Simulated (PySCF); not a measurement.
C₄H₅NO, SMILES Nc1ccco1.

Geometry optimised at B3LYP-D3(BJ)/def2-SVP. The values are those of a single conformer.

Two levels are set side by side: TDA-PBE/def2-SVPD (PySCF) and TDA-B3LYP/def2-SVPD (PySCF). Vertical, same geometry. The lowest singlet is HOMO→LUMO+1 78 %, HOMO→LUMO 21 % with PBE and HOMO→LUMO 83 %, HOMO→LUMO+1 16 % with the other functional; states are paired by order. Differences are taken from unrounded values.

| quantity | TDA-B3LYP | TDA-PBE | TDA-PBE minus TDA-B3LYP |
|---|---|---|---|
| lowest singlet excitation (eV) | 4.80 | 4.50 | -0.30 |
| lowest triplet excitation (TDA) (eV) | 3.76 | 3.74 | -0.01 |
| first bright state (f over 0.05) (eV) | 5.83 | 5.58 | -0.25 |
| its oscillator strength | 0.24 | 0.18 | -0.07 |

Functionals without exact exchange tend to place singlet excitations lower, as here. Differences between two approximate levels are no errors against the true value.

Rough cost on one machine, each run with all the roots and properties that it gave: TDA-B3LYP against TDA-PBE within a factor of 2.
